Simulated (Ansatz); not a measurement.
## Two structures of BFH3InSi2

Structure I is a singlet given by its coordinates and structure II is a singlet given by its coordinates. Both are isolated molecules in the gas phase, relaxed with PBE0-D3(BJ)/def2-SVP.

I (Å):

```xyz
8

B    -0.8932    1.0344    1.3633
F    -1.6062    1.9449    0.7212
In   -1.1290    0.2455    3.4957
Si    0.6689   -0.0407    0.7928
Si    0.9071   -1.1264    2.6872
H     1.4161   -0.0784   -0.5049
H     1.9889   -2.1455    2.8820
H    -1.8707    0.1619    5.0445
```

Close contacts (Å): B1–F2 1.32, B1–In3 2.29, B1–Si4 1.98, In3–Si5 2.58, Si4–Si5 2.20, In3–H8 1.72, Si4–H6 1.50, Si5–H7 1.50.

II (Å):

```csv
atom,x (Å),y (Å),z (Å)
B,1.1742,-0.2772,-0.2164
F,1.6979,-1.3436,0.3626
In,-1.7598,2.0901,-1.0019
Si,1.1725,1.7044,-0.0076
Si,0.3343,0.4232,-1.8040
H,-0.0337,2.4865,0.5663
H,2.3582,2.5903,0.2119
H,0.6585,0.3374,-3.2664
```

Close contacts (Å): B1–F2 1.32, B1–Si4 1.99, B1–Si5 1.93, In3–Si4 3.12, In3–Si5 2.79, Si4–Si5 2.36, In3–H6 2.37, Si4–H6 1.55, Si4–H7 1.50, Si5–H8 1.50.

Task: Which of the two would you expect CCSD(T)/def2-SVP + ΔMP2/def2-TZVPP electronic energies to favour?

Result: Structure II; the calculation gives E(II) − E(I) = −16.7 kcal/mol.

How the difference moves with the method:

| level | geometry | E(II) − E(I) (kcal/mol) | departure from the last row (kcal/mol) | job, with rough time for the two |
| --- | --- | --- | --- | --- |
| PBE0-D3(BJ)/def2-SVP | PBE0-D3(BJ)/def2-SVP | −18.1 | −1.4 | optimisation, 50 s |
| HF/def2-SVP | PBE0-D3(BJ)/def2-SVP | −13.6 | +3.1 | part of the CCSD(T) run |
| MP2/def2-SVP | PBE0-D3(BJ)/def2-SVP | −13.8 | +3.0 | part of the CCSD(T) run |
| CCSD(T)/def2-SVP | PBE0-D3(BJ)/def2-SVP | −15.3 | +1.4 | single point |
| CCSD(T)/def2-SVP + ΔMP2/def2-TZVPP | PBE0-D3(BJ)/def2-SVP | −16.7 |  | single point, 38 s |

The levels shown agree on the order. The largest departure from CCSD(T)/def2-SVP + ΔMP2/def2-TZVPP is that of HF/def2-SVP, 3.1 kcal/mol. Levels run at GFN2-xTB geometries aren't shown. The last row adds to CCSD(T) the change of the MP2 difference between the two basis sets, here −1.4 kcal/mol.

With harmonic frequencies from PBE0-D3(BJ)/def2-SVP (ideal gas, rigid rotor, one conformer each, 298.15 K, 1 atm): on the last row, ΔE + ΔZPE = −16.0 kcal/mol. A mode under 50 cm⁻¹ makes harmonic enthalpies and free energies unreliable, so none is given.

The correlated steps freeze 16 core orbitals; the filled d shell of In is correlated, in a basis made for valence electrons. Atoms past krypton carry core potentials in the def2 sets and no spin–orbit term is included. Programs: Ansatz 0.2.0; the last row on 2 threads of Intel(R) Xeon(R) Platinum 8375C CPU @ 2.90GHz (Ice Lake) on a shared host.
